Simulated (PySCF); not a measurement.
Compound: C₃H₈SSi₂.
Numbering: `[CH3:1][S:2][SiH2:3][C:4]#[C:5][SiH3:6]` (hydrogens: H7, H8, H9 on C1; H10, H11 on Si3; H12, H13, H14 on Si6)

Structure used (PBE0-D3(BJ)/def2-SVP), in Å, numbered top down from 1:
```
atom  x, y, z in Å
C1    -2.540   -0.512    0.496
S2    -2.526   -0.736   -1.313
Si3   -1.058    0.722   -1.842
C4     0.521    0.373   -0.970
C5     1.551    0.126   -0.354
Si6    3.103   -0.241    0.556
H7    -2.890    0.493    0.773
H8    -3.242   -1.255    0.896
H9    -1.544   -0.693    0.923
H10   -0.873    0.613   -3.315
H11   -1.482    2.101   -1.461
H12    2.825   -1.252    1.616
H13    3.617    1.011    1.182
H14    4.118   -0.777   -0.396
```

Theory: core-valence-separated Tamm–Dancoff BHandHLYP/aug-pcX-1 (pcseg-1 on H, def2-SVPD on S, def2-SVPD on Si) in PySCF, non-relativistic, gas phase, PBE0-D3(BJ)/def2-SVP geometry. Absolute energies from this functional tend to lie a few eV below measured edges; no shift was applied.

The lowest roots of each edge with f over 0.003 (five at most, numbered afresh; weaker and dark ones are left out), with transition dipoles (au) in the frame of the coordinates:

```json
{"root": "1", "edge": "C", "E (eV)": "282.41", "μx": "-0.0547", "μy": "-0.0455", "μz": "0.0758"}
{"root": "2", "edge": "C", "E (eV)": "282.46", "μx": "0.0301", "μy": "0.0176", "μz": "-0.0459"}
{"root": "3", "edge": "C", "E (eV)": "282.50", "μx": "-0.0042", "μy": "0.0876", "μz": "0.0423"}
{"root": "4", "edge": "C", "E (eV)": "282.58", "μx": "0.0057", "μy": "-0.0612", "μz": "-0.0341"}
{"root": "5", "edge": "C", "E (eV)": "285.10", "μx": "0.0020", "μy": "-0.0077", "μz": "-0.0815"}
```

Q: What are the oscillator strengths?

A: f = (2/3) ΔE |μ|², with ΔE in hartree (27.2114 eV):

```tsv
root	ΔE (Eh)	|μ|² (au)	f	core hole on
1	10.3785	0.010808	0.075	C5
2	10.3804	0.003323	0.023	C4
3	10.3817	0.009481	0.066	C4
4	10.3848	0.004941	0.034	C5
5	10.4773	0.006706	0.047	C1
```

Q: Molecules are fixed in this frame and the field points along (1, 1, 0)/√2. What effective strengths 3 f cos²θ do the roots have (θ between field and μ)?

A: root 1 (C5): 0.104, root 2 (C4): 0.024, root 3 (C4): 0.072, root 4 (C5): 0.032, root 5 (C1): 0.000. Root 1 is the strongest. Averaged over all orientations cos²θ is 1/3, which gives f back.

One conformer stands for the species.
